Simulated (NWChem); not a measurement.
Species: AlH₃S; SMILES [AlH2][SH]

```xyz
5

Al     0.0174    -1.1197     0.0000
H      1.4228    -1.8470     0.0000
H     -1.3843    -1.8595     0.0000
S      0.0635     1.0659     0.0000
H     -1.2807     1.2079     0.0000
```
Atoms are numbered in this order, from 1.

Program: NWChem. Medium grid unless said otherwise, to which SCAN and Minnesota functionals are sensitive. The geometry was optimised at PBE0/def2-SVP.

Problem. Estimate the computed values for M06-L/def2-SVP. Quantities: highest occupied level (eV); orbital gap (eV); dipole (D).

Solution. 
* **highest occupied level (eV)**: -6.78
* **orbital gap (eV)**: 5.19
* **dipole (D)**: 1.20
